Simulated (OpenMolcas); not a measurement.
An atom or ion with 12 electrons was computed by MS-CASPT2, IPEA 0.25 Eh, imaginary shift 0.1 Eh with spin-orbit coupling (OpenMolcas, ANO-RCC-VTZP, DKH2). The lowest levels that the run gave, each within 12 % of the measured value where one is at hand:

```tsv
J	Parity	E (cm-1)	g
0	even	0.0	
0	odd	82479	
1	odd	82809	1.501
2	odd	83481	1.501
1	odd	130604	1.000
0	even	200510	
1	even	200857	1.501
2	even	201272	1.395
2	even	202395	1.107
0	even	238535
```

Q: Which ion is it, and what are the configurations and terms?

A: S4+ (Z = 16, charge +4; active space 2 electrons in 8 orbitals (3s 3p 4s 4p)). J, parity and g give the terms where levels are pure, and mixed ones are named by the computed weights; the size of the splittings, set against known spectra of the 12-electron sequence, gives the charge. In order, with the measured energies in cm-1 (NIST levels in Podobedova, Kelleher and Wiese, J. Phys. Chem. Ref. Data 38, 171 (2009); Martin, Zalubas and Musgrove, J. Phys. Chem. Ref. Data 19, 821 (1990)): 3s2 1S0, 3s 3p 3P* 0 (83024), 3s 3p 3P* 1 (83394), 3s 3p 3P* 2 (84155), 3s 3p 1P* 1 (127151), 3p2 3P0 (199967), 3p2 3P1 (200371), 3p2 3P2 (201146), 3p2 1D2 (193739), 3p2 1S0 (235350).

Over all roots computed the reference weight is 0.91 to 1.00; the roots of lowest weight are the least certain, and an intruder state may touch them. Some levels mix across a computed gap that differs much from the measured one, so their mixing is not that of the real levels. Active for correlation alone: 4p 4s; no level in the range computed is led by a configuration that fills them, so any true level of that kind is missing. The ¹D term of p² mixes with s d, which this space lacks. Computed and measured levels are paired by configuration, term and J; levels that our copy of the source lacks, or whose pairing is in doubt (as where it misses far off the trend of its configuration), stay unpaired and out of the deviations. Only configurations of the active space appear.

* marks odd parity.
